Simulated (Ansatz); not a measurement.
Reaction (ligand exchange at the Si–N bond): `O[Si](O)(F)N[SiH2]Cl` + `N[Si](Cl)(Cl)Cl` → `Cl[SiH2]N[Si](Cl)(Cl)Cl` + `N[Si](O)(O)F`

Calculated with Ansatz (gas phase, PBE0-D4/def2-TZVP geometries, no zero-point term in ΔE). CBS: MP2 limit from def2 TZ/QZ plus the TZ coupled-cluster correction, frozen cores. DFT in def2-TZVPP. Each species was taken in one conformer, which may not be the lowest.

| species | PBE-D4 energy (Eh) |
| --- | --- |
| `O[Si](O)(F)N[SiH2]Cl` | -1346.91368 |
| `N[Si](Cl)(Cl)Cl` | -1725.55652 |
| `Cl[SiH2]N[Si](Cl)(Cl)Cl` | -2475.61921 |
| `N[Si](O)(O)F` | -596.84961 |

(1) Work out ΔE.

Largest T1 diagnostic among the species: 0.011.

Answers

(1) ΔE = (-2475.61921) + (-596.84961) − (-1346.91368) − (-1725.55652) = 0.00138 Eh = +0.04 eV. CCSD(T)/CBS gives +0.02 eV.

The D4 term adds −0.04 eV with B3LYP and −0.02 eV with PBE0; it sums over pairs of atoms, weighted by their polarisabilities, and B3LYP, whose exchange is more repulsive, gets the larger term. In def2-TZVPP, CCSD(T) changes the Hartree–Fock value by −0.06 eV (the triples alone add −0.01 eV) and MP2 by −0.08 eV.

B3LYP here is the variant with VWN-RPA as its local correlation; programs differ in this.
